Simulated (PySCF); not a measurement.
Cost of excited-state runs on `[BH3-][PH+](F)F`, BF2H4P

Geometry:
| atom | x (Å) | y (Å) | z (Å) |
| --- | --- | --- | --- |
| B1 | -1.112 | -0.170 | -0.010 |
| P2 | 0.752 | 0.101 | 0.163 |
| F3 | 1.643 | -0.877 | -0.738 |
| F4 | 1.284 | 1.447 | -0.522 |
| H5 | -1.281 | -0.086 | -1.183 |
| H6 | -1.323 | -1.249 | 0.432 |
| H7 | -1.623 | 0.697 | 0.615 |
| H8 | 1.670 | 0.145 | 1.219 |

PySCF with density fitting, on 1 thread of an Arm Neoverse V1, shared host. Command: `OMP_NUM_THREADS=1 python excited_run.py task.json out`

How long does each of these runs take, and how much memory?
- magnetisability and related constants, KT3/pcSseg-1; isotopologues
- magnetisability and related constants, KT3/pcSseg-1; isotopologues


| run | level | basis functions | wall time | peak memory (GiB) |
| --- | --- | --- | --- | --- |
| magnetisability and related constants | KT3/pcSseg-1 | 95 | 7.5 s | 0.37 |
| magnetisability and related constants | KT3/pcSseg-1 | 95 | 4.5 s | 0.37 |

Times from a shared host are rough.
